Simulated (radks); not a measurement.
Q: Neutral scandium: order these configurations by energy. All-electron calculation, scalar-relativistic Kohn-Sham, r2SCAN, spin-polarised, spherical densities, finite nucleus; meta-GGA in the generalised Kohn-Sham scheme; Fermi nuclear charge, rms radius of each element as measured or else 0.836 A^(1/3) + 0.57 fm. Program: a radial shooting solver on a logarithmic mesh with Libxc functionals. Open shells are filled with parallel spins first. [Ar] 3d1 4s1 4p1; [Ar] 3d1 4s2; [Ar] 3d2 4s1; [Ar] 4s2 4p1.

A: From the lowest, in eV above it: [Ar] 3d1 4s2 0.000; [Ar] 3d2 4s1 0.639; [Ar] 3d1 4s1 4p1 1.685; [Ar] 4s2 4p1 3.305.
